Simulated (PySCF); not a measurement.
Electronic structure of Ti²⁺ (titanium, charge +2) at the PBE level

Configuration: [Ar] 3d1 4p1, one real determinant (an excited configuration). All numbers are calculated (PySCF 2.14, scalar relativity by spin-free X2C-1e, in aug-cc-pwCVTZ-DK (10s9p7d4f3g, 127 functions)).

* Total energy: -852.386 hartree
* One-electron energy: -1150.224 hartree
* Hartree (Coulomb) energy: 339.277 hartree
* Exchange-correlation energy: -41.438 hartree
* ⟨S²⟩: 2.0004
* ⟨L²⟩: 8.014
* Sum of ⟨r⟩: 15.38 bohr
* Sum of ⟨r²⟩: 24.73 bohr²
* Traceless quadrupole moment −½Σ⟨3z² − r²⟩ along its main axis: -4.36 e·bohr²
* Langevin diamagnetic susceptibility: -19.6 ×10⁻⁶ cm³/mol

```csv
shell,electrons,mean orbital energy (eV),spread (eV),"rms radius, mean of both spins (bohr)"
1s α,1,-4889.5,0,0.0804
1s β,1,-4889.4,0,0.0804
2s α,1,-561.27,0,0.353
2s β,1,-560.90,0,0.353
2p α,3,-468.57,0.344,0.322
2p β,3,-468.26,0.549,0.322
3s α,1,-86.226,0,1.07
3s β,1,-85.130,0,1.07
3p α,3,-62.154,0.199,1.15
3p β,3,-61.053,1.092,1.15
3d α,1,-26.697,0,1.44
4p α,1,-15.587,0,3.40
```

⟨L²⟩ = 8.01 against 12 for a pure F term, so this real determinant mixes terms.

Densities and radii are taken from the X2C orbitals without a picture-change correction, which distorts them close to the nucleus.
